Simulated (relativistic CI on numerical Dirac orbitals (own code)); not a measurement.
# Level scheme of Hg42+

Computed by Dirac-Coulomb-Breit CI, KLI orbitals optimised for each configuration, a model potential for QED, unscaled Slater integrals (own radial code, finite nucleus).

Configurations in the expansion (outside the closed core [Ar] 3d10): 4s2 4p6 4d2, 4s2 4p6 4d 4f, 4s2 4p5 4d3, 4s 4p6 4d3, 4s2 4p5 4d2 4f, 4s 4p6 4d2 4f, 4s2 4p6 4d 5s, 4s2 4p6 4f 5s, 4s2 4p6 4d 5p, 4s2 4p6 4d 5d, 4p6 4d3 4f, 4s2 4p5 4d2 5s, 4s2 4p6 4d 5f, 4s 4p6 4d 4f 5s, 4s2 4p6 5s 5p, 4s2 4p6 4d 5g, 4s 4p6 4d2 5s, 4s2 4p5 4d2 5d, 4s2 4p6 4d 6s, 4s2 4p6 4d 6d, 4s2 4p6 4f2, 4s2 4p5 4f3, 4s 4p6 4f3, 4p6 4d4, 4p5 4d5, 4p5 4d4 4f, 4s2 4p6 4f 5p, 4s2 4p5 4f2 5p, 4s 4p6 4f2 5p, 4s2 4p6 5s2, 4s2 4p5 4f 5s2, 4s 4p6 4f 5s2, 4s2 4p6 5p2, 4s2 4p5 4f 5p2, 4s 4p6 4f 5p2, 4p6 4d3 5s, 4p5 4d4 5s, 4p5 4d3 4f 5s, 4s 4p6 4d 5s2, 4s 4p5 4d 4f 5s2, 4p6 4d 4f 5s2. Double excitations out of closed p, d and f shells are left out; levels of such configurations are missing from the list, as are those of other unlisted configurations, and high levels can miss mixing partners. These lack a partner that the ground configuration has and come out too high: 4s2 4p5 4d2 5s, 4s 4p6 4d2 5s, 4s2 4p5 4d2 5d.

The lowest level is 4s2 4p6 4d2 3F_2, with 74 % of that term; Hund's rules for 4s2 4p6 4d2 give 3F with J = 2, in agreement.

| No. | Configuration | Term | J | E (cm⁻¹) | % | Lifetime (s) |
| --- | --- | --- | --- | --- | --- | --- |
| 1 | 4s2 4p6 4d2 | 3F | 2 | 0 | 74 |  |
| 2 | 4s2 4p6 4d2 | 3P | 0 | 79835 | 72 | 1.76e-01 |
| 3 | 4s2 4p6 4d2 | 3F | 3 | 218316 | 99 | 5.08e-06 |
| 4 | 4s2 4p6 4d2 | 3P | 2 | 254479 | 49 | 1.02e-05 |
| 5 | 4s2 4p6 4d2 | 3P | 1 | 267276 | 99 | 1.01e-05 |
| 6 | 4s2 4p6 4d2 | 1G | 4 | 267433 | 68 | 1.18e-03 |
| 7 | 4s2 4p6 4d2 | 3F | 4 | 466649 | 68 | 3.74e-06 |
| 8 | 4s2 4p6 4d2 | 1D | 2 | 493886 | 47 | 3.48e-06 |
| 9 | 4s2 4p6 4d2 | 1S | 0 | 585933 | 72 | 2.06e-06 |
| 10 | 4p5 4d3(2D) | 3D° | 2 | 1453179 | 26 | 1.86e-10 |
| 11 | 4p5 4d3(4F) | 5D° | 1 | 1470036 | 31 | 1.46e-10 |
| 12 | 4p5 4d3(4F) | 5D° | 0 | 1486800 | 56 | 1.92e-09 |
| 13 | 4p5 4d3(2D) | 3F° | 3 | 1499846 | 24 | 4.57e-10 |
| 14 | 4p5 4d3(4F) | 5F° | 3 | 1634153 | 36 | 2.56e-10 |
| 15 | 4p5 4d3(4P) | 5S° | 2 | 1655176 | 32 | 1.41e-10 |
| 16 | 4p5 4d3(4F) | 5G° | 4 | 1658616 | 33 | 3.75e-10 |
| 17 | 4p5 4d3(2G) | 3F° | 2 | 1676263 | 40 | 1.29e-10 |
| 18 | 4p5 4d3(4F) | 5D° | 1 | 1684059 | 40 | 9.07e-11 |
| 19 | 4p5 4d3(2F) | 3G° | 5 | 1691953 | 30 | 1.71e-10 |
| 20 | 4p5 4d3(2H) | 3G° | 3 | 1695633 | 44 | 1.40e-10 |
| 21 | 4p5 4d3(2G) | 3F° | 4 | 1697631 | 32 | 2.28e-10 |
| 22 | 4p5 4d3(4P) | 3P° | 0 | 1698370 | 42 | 2.26e-10 |
| 23 | 4p5 4d3(2G) | 3H° | 6 | 1702340 | 44 | 9.36e-03 |
| 24 | 4p5 4d3(4F) | 3G° | 4 | 1728897 | 32 | 6.17e-10 |
| 25 | 4p5 4d3(4P) | 3D° | 2 | 1735113 | 32 | 3.16e-10 |
| 26 | 4p5 4d3(2P) | 3S° | 1 | 1736019 | 33 | 7.40e-11 |
| 27 | 4p5 4d3(4F) | 3G° | 3 | 1737699 | 24 | 2.34e-10 |
| 28 | 4p5 4d3(2G) | 3G° | 5 | 1768055 | 32 | 7.17e-10 |
| 29 | 4p5 4d3(2H) | 3G° | 3 | 1790356 | 51 | 4.45e-12 |
| 30 | 4p5 4d3(4P) | 5D° | 4 | 1791743 | 31 | 6.63e-09 |

Energies count from the lowest computed level; ° marks odd parity; lifetimes are radiative, by E1, M1, E2, M2, E3 decay to levels of this space only. Percentages are summed over parent terms; the parents shown are those of the largest component, closed shells are left out there.

The mean weight of the leading LS term, summed over parents, in these 30 levels is 46 %, and that of the leading jj configuration (from the same eigenvectors) 95 %, so jj coupling describes them better and the LS labels are nominal.

At this charge energies of transitions that change n are usually good to better than 1 %, and those within a shell (Δn = 0) to a few per cent.

LS names give the leading component of a level, which can be under half, so a name can repeat, a term be missing and a line seem to break the LS rules.
